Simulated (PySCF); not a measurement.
# Unknowns

[PySCF 2.14.0 with density-fitted response routines: geometry: GFN2-xTB; shielding tensors at PBE0/pcSseg-1 (GIAO); in vacuum; single conformer; non-relativistic Hamiltonian; equivalent nuclei averaged]

Scale: ¹H (31.72 ppm) and ¹³C (186.93 ppm) vs TMS (reference shieldings calculated alike). Splittings of carbon signals by F and P are missing where no couplings were computed. Where no couplings were computed, multiplicities follow the n + 1 count of equivalent neighbours, and m marks all less simple cases (inequivalent or close neighbours, rings, F or P nearby). Shifts are as computed. Against solution values, carbons near 30 ppm lie about +3 ppm off and those near 130 ppm about +5 ppm. Of 1211 compounds with measured shifts, 218 miss one by over three times the rms of a fit or turn the order of signals round; such compounds aren't used in these exercises. OH and NH positions are gas-phase values without hydrogen bonding to other molecules.

(1) C7H7N. ¹H NMR (500 MHz, computed): δ 12.50 (br s, 1H), 9.13 (d, 1H), 7.04 (d, 1H), 6.84 (m, 1H), 6.69 (m, 1H), 6.65 (d, 1H), 6.45 (d, 1H). ¹³C{¹H} NMR (computed): δ 171.9, 160.4, 148.3, 142.9, 140.5, 133.1, 124.1. What is it?

(2) C4H9NP2Si. ¹H NMR (300 MHz, computed): δ 4.09 (m, 3H), 3.39 (m, 2H), 3.14 (m, 2H), 2.99 (m, 2H). ¹³C{¹H} NMR (computed): δ 124.6 (C), 35.8 (CH2), 20.5 (CH2), 18.3 (CH2). What is it?

Results:

(1) `[H]/N=C/C=C1C=CC=C1`. The formula gives 5 degrees of unsaturation (1 ring in the answer). 7 carbon signals for 7 carbons: no two carbons are equivalent. Carbon types of the structure: 1 × C, 6 × CH, leaving 1 H on heteroatoms. δC 171.9: C=N carbon. δC 160.4: fully substituted alkene carbon; an sp2 carbon of a C=C bond. δC 148.3, 142.9, 140.5, 133.1, 124.1: alkene CH; the olefinic region. δH 12.50: hydrogen on an imine nitrogen; exchangeable; this is the value without hydrogen bonding to other molecules.

The shifts were computed for this structure.

(2) SMILES N#CCC/P=P/C[SiH3]. 4 carbon signals for 4 carbons: no two carbons are equivalent. Carbon types of the structure: 1 × C, 3 × CH2, leaving 3 H on heteroatoms. δC 124.6: nitrile carbon; this is the usual window of a C≡N carbon, which has no attached hydrogen. δC 20.5: sp3 CH2 bonded to P and Si. δC 18.3: sp3 CH2 α to a nitrile; a saturated carbon with 2 carbon neighbours and no heteroatom attached. δH 3.14: hydrogen on an sp3 CH2 bonded to P.

The shifts were computed for this structure.
